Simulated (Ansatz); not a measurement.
Ansatz (a program for electronic structure) input file for Br4Zr, SMILES [Br][Zr+]([Br])([Br])[Br] (connectivity only; charge and spin as stated), charge +1, multiplicity 2, PBE0-D3(BJ)/def2-SVP. 

Ansatz 0.2 input:
```yaml
crystal:
  periodic: [false, false, false]
  atoms:
    - {symbol: Zr, position_ang: [-0.00000000, 0.00000000, 0.00000000]}
    - {symbol: Br, position_ang: [1.44490080, 1.44490080, 1.44490080]}
    - {symbol: Br, position_ang: [-1.44490080, 1.44490080, -1.44490080]}
    - {symbol: Br, position_ang: [-1.44490080, -1.44490081, 1.44490080]}
    - {symbol: Br, position_ang: [1.44490080, -1.44490079, -1.44490081]}
basis:
  gaussian:
    orbitals: def2-SVP
hamiltonian:
  xc: pbe0
  dispersion: d3bj
total_charge: 1
magnetization: {spin_polarized: true, initial_magnetization: 1}
relax: {f_tol: 0.002, max_steps: 200}
```

Output:

```
WARN ansatz: RAYON_NUM_THREADS=2 ignored (pool sized by the plan → 2); use --threads N
Functional definition: PBE0
integrals: 0.16 GiB planned
1663 factors; integrals over basis functions are off by at most 1.6e-4 eV
mean field: 2.70 GiB planned
mean field evaluation 1: about -281396.1369 eV, gradient 1.1e1 eV
mean field evaluation 2: about -281394.9515 eV, gradient 1.8e1 eV
mean field evaluation 4: about -281396.9532 eV, gradient 1.5e0 eV
mean field evaluation 8: about -281396.9808 eV, gradient 3.2e-2 eV
mean field evaluation 16: about -281396.9808 eV, gradient 5.7e-4 eV
mean field evaluation 32: about -281397.0036 eV, gradient 1.9e-5 eV
mean field evaluation 64: about -281396.9808 eV, gradient 6.8e-5 eV
mean field evaluation 96: about -281396.9808 eV, gradient 2.9e-6 eV
mean field evaluation 128: about -281396.9930 eV, gradient 1.8e-1 eV
mean field evaluation 160: about -281396.3802 eV, gradient 4.4e-4 eV
mean field evaluation 192: about -281396.9729 eV, gradient 4.6e-1 eV
mean field -281397.00362304 eV, -10341.1491454069 hartree, gradient 2.9e-6 eV, S^2 0.763655; 15 other end points of the search recorded, 0 dependent functions left out
the calculation of the forces begins
reference -281397.00367440 eV, -10341.1491472946 hartree; 76, 75 occupied and 83, 84 virtual orbitals, 1663 factors
WARN: the results are in doubt because the forces break the atoms' symmetry
relax step   1: F+E_penalty+E_count = -281397.25937496 eV  Δ(F+E_penalty+E_count) = +0.000e0 eV  max|allowed force component| = 2.970e-1 eV/Å  Δτ_max = 0.0000 Å  (659 SCF iters, accepted)
these checks for a lower state are left out or cut short: starts, cluster_reference, orbital_swaps, neighbouring_geometries, increment
integrals: 0.16 GiB planned
1663 factors; integrals over basis functions are off by at most 1.3e-4 eV
mean field: 2.70 GiB planned
mean field -281397.00760762 eV, -10341.1492918376 hartree, gradient 6.6e-6 eV, S^2 0.761646; 0 other end points of the search recorded, 0 dependent functions left out
the calculation of the forces begins
reference -281397.00765826 eV, -10341.1492936987 hartree; 76, 75 occupied and 83, 84 virtual orbitals, 1663 factors
relax step   2: F+E_penalty+E_count = -281397.27169517 eV  Δ(F+E_penalty+E_count) = -1.232e-2 eV  max|allowed force component| = 2.858e-1 eV/Å  Δτ_max = 0.1087 Å  (45 SCF iters, accepted)
these checks for a lower state are left out or cut short: starts, cluster_reference, orbital_swaps, neighbouring_geometries, increment
integrals: 0.16 GiB planned
1663 factors; integrals over basis functions are off by at most 1.4e-4 eV
mean field: 2.70 GiB planned
mean field -281397.03969533 eV, -10341.1504710394 hartree, gradient 6.4e-6 eV, S^2 0.762417; 0 other end points of the search recorded, 0 dependent functions left out
the calculation of the forces begins
reference -281397.03974635 eV, -10341.1504729141 hartree; 76, 75 occupied and 83, 84 virtual orbitals, 1663 factors
relax step   3: F+E_penalty+E_count = -281397.29966941 eV  Δ(F+E_penalty+E_count) = -2.797e-2 eV  max|allowed force component| = 2.329e-3 eV/Å  Δτ_max = 0.0323 Å  (44 SCF iters, accepted)
these checks for a lower state are left out or cut short: starts, cluster_reference, orbital_swaps, neighbouring_geometries, increment
integrals: 0.16 GiB planned
1663 factors; integrals over basis functions are off by at most 1.4e-4 eV
mean field: 2.70 GiB planned
mean field -281397.03971715 eV, -10341.1504718412 hartree, gradient 9.8e-6 eV, S^2 0.762404; 0 other end points of the search recorded, 0 dependent functions left out
the calculation of the forces begins
reference -281397.03976816 eV, -10341.1504737158 hartree; 76, 75 occupied and 83, 84 virtual orbitals, 1663 factors
relax step   4: F+E_penalty+E_count = -281397.29969304 eV  Δ(F+E_penalty+E_count) = -2.364e-5 eV  max|allowed force component| = 1.298e-4 eV/Å  Δτ_max = 0.0045 Å  (35 SCF iters, accepted)
integrals: 0.16 GiB planned
1663 factors; integrals over basis functions are off by at most 1.4e-4 eV
mean field: 2.70 GiB planned
mean field evaluation 224: about -281397.0397 eV, gradient 9.8e-6 eV
mean field evaluation 256: about -281396.9941 eV, gradient 2.7e-1 eV
mean field -281397.03971715 eV, -10341.1504718412 hartree, gradient 9.8e-6 eV, S^2 0.762404; 9 other end points of the search recorded, 0 dependent functions left out
the calculation of the forces begins
reference -281397.03976816 eV, -10341.1504737158 hartree; 76, 75 occupied and 83, 84 virtual orbitals, 1663 factors
Total energy: -281397.29974405 eV, -10341.1600276535 hartree
Atom 0 at    -0.000000    -0.000000    -0.000000 Å, force    -0.000000    -0.000000    -0.000000 eV/Å
Atom 1 at     1.337698     1.470721     1.470721 Å, force     0.000003    -0.000130    -0.000130 eV/Å
Atom 2 at    -1.337698     1.470721    -1.470721 Å, force    -0.000003    -0.000130     0.000130 eV/Å
Atom 3 at    -1.337698    -1.470721     1.470721 Å, force    -0.000004     0.000130    -0.000130 eV/Å
Atom 4 at     1.337698    -1.470721    -1.470721 Å, force     0.000004     0.000130     0.000130 eV/Å
Dipole moment:     0.000000     0.000000     0.000000 e Å
```

Self-consistency was reached.

Cost: very roughly 11 core-minutes.
